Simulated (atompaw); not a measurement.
**Ti (Z = 22): one change to a PAW (atompaw) potential, before and after**

* Element: Ti (Z = 22)
* Generator: atompaw 4.2.0.5
* Type: PAW
* Functional: PBE
* Relativity: scalar-relativistic
* Frozen core: [Ne]
* Valence charge: 12
* Reference configuration: 3s2 3p6 3d3 4s1 4p0
* Partial waves: 3s (bound): rc 1.50 bohr; 4s (bound): rc 0.35 bohr; 3p (bound): rc 1.35 bohr; 4p (bound, empty): rc 2.50 bohr; 3d (bound): rc 2.50 bohr; 3d channel at 1.05 Ry: rc 2.50 bohr; 4f channel at -0.2 Ry: rc 1.80 bohr; 4f channel at 1.4 Ry: rc 2.50 bohr
* Local potential: bessel scheme, radius 1.65 bohr
* Core correction: smooth core density matched at 2.30 bohr
* Augmentation charge: besselshape compensation charge, radius 1.85 bohr; PAW radius 2.50 bohr; waves and projectors: custom rrkj gramschmidtortho

Change: local potential bessel scheme, radius 2.42 bohr.

Cutoffs: the cutoffs (Ry, on a coarse ladder) from which the occupation-weighted sum of valence levels, in a spherical-Bessel basis at the reference potential, stays within 10 and 1 mRy of its value at 400 Ry; they do not see the model core or the augmentation charge, which bear on the density cutoff.

Problem. What does the change do?

Solution. The potential gets harder (45 Ry and 160 Ry → 120 Ry and 200 Ry); the bound ghost in s disappears; the range in which the s phases agree widens (upper end -0.0 → 4.2); the range in which the p phases agree widens (upper end 0.9 → 4.9). A state that the projectors do not describe sees the local part alone, so a deeper or shallower local part can create or remove a ghost.

| quantity | base | changed |
| --- | --- | --- |
| cutoff, loose | 45 Ry | 120 Ry |
| cutoff, tight | 160 Ry | 200 Ry |
| loose cutoff by channel (10 mRy a level) | s 18 Ry, p 35 Ry, d 12 Ry | s 120 Ry, p 35 Ry, d 12 Ry |
| bound ghosts | s | none |
| s: phases at 2.50 bohr within 0.05 rad from the reference energy up to (Ry; the scan ends near 5) | -0.0 | 4.2 |
| p: phases at 2.50 bohr within 0.05 rad from the reference energy up to (Ry; the scan ends near 5) | 0.9 | 4.9 |
| d: phases at 2.50 bohr within 0.05 rad from the reference energy up to (Ry; the scan ends near 5) | to the end of the scan | to the end of the scan |
| f: phases at 2.50 bohr within 0.05 rad from the reference energy up to (Ry; the scan ends near 5) | 2.9 | 3.2 |
| lowest overlap eigenvalue by channel | s 0.01, p 0.50, d 0.19, f 0.92 | s 0.23, p 0.52, d 0.18, f 0.97 |

 A true bound ghost makes a file unfit for plane-wave use even where its test errors are small: the radial tests pick states by their node count and pass the ghost by. The cutoffs see the waves, projectors and local potential, not the compensation charge or the core.
